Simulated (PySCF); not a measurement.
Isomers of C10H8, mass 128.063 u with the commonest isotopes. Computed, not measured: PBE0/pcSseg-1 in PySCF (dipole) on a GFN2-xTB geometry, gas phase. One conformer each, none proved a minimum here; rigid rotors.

Question: Order these by rotational constant C, largest first.
A. `C=C1C=Cc2ccccc21`
B. `[CH:1]#[C:2][c:3]1[cH:4][cH:5][cH:6][cH:7][c:8]1[CH:9]=[CH2:10]` with C7–C8–C9–C10 15°
C. `[CH:1]#[C:2][C@@:3]12[CH:4]=[CH:5][C@H:6]3[CH:7]=[CH:8][C@@H:9]1[C@@H:10]23` with C2–C3–C4–C5 -153°, C4–C5–C6–C7 -91°, C5–C6–C7–C8 92°, C7–C8–C9–C10 6°

Answer: C (1078 MHz), A (892.7 MHz), B (784.7 MHz).

Question: Order these by radius of gyration √(Σ m r²/M), smallest first.
A. `C=C1C=Cc2ccccc21`
B. `[CH:1]#[C:2][c:3]1[cH:4][cH:5][cH:6][cH:7][c:8]1[CH:9]=[CH2:10]` with C7–C8–C9–C10 15°
C. `[CH:1]#[C:2][C@@:3]12[CH:4]=[CH:5][C@H:6]3[CH:7]=[CH:8][C@@H:9]1[C@@H:10]23` with C2–C3–C4–C5 -153°, C4–C5–C6–C7 -91°, C5–C6–C7–C8 92°, C7–C8–C9–C10 6°

Answer: C (2.007 Å), A (2.103 Å), B (2.244 Å).

Question: Order these by out-of-plane moment Σ m c² = (Ia + Ib − Ic)/2, smallest first.
A. `C=C1C=Cc2ccccc21`
B. `[CH:1]#[C:2][c:3]1[cH:4][cH:5][cH:6][cH:7][c:8]1[CH:9]=[CH2:10]` with C7–C8–C9–C10 15°
C. `[CH:1]#[C:2][C@@:3]12[CH:4]=[CH:5][C@H:6]3[CH:7]=[CH:8][C@@H:9]1[C@@H:10]23` with C2–C3–C4–C5 -153°, C4–C5–C6–C7 -91°, C5–C6–C7–C8 92°, C7–C8–C9–C10 6°

Answer: A (0.00 u·Å²), B (0.70 u·Å²), C (47.01 u·Å²).

| SMILES | point group | Ia (u·Å²) | Ib (u·Å²) | Ic (u·Å²) | κ | μa (D) | μb (D) | μc (D) |
| --- | --- | --- | --- | --- | --- | --- | --- | --- |
| C=C1C=Cc2ccccc21 | Cs | 182.03 | 384.11 | 566.14 | -0.55 | 0.46 | 0.23 | 0.00 |
| C#Cc1ccccc1C=C | C1 | 303.47 | 341.93 | 644.01 | 0.57 | 0.48 | 0.30 | 0.01 |
| C#C[C@@]12C=C[C@H]3C=C[C@@H]1[C@H]32 | C1 | 158.72 | 404.02 | 468.72 | -0.84 | 0.90 | 0.09 | 0.14 |
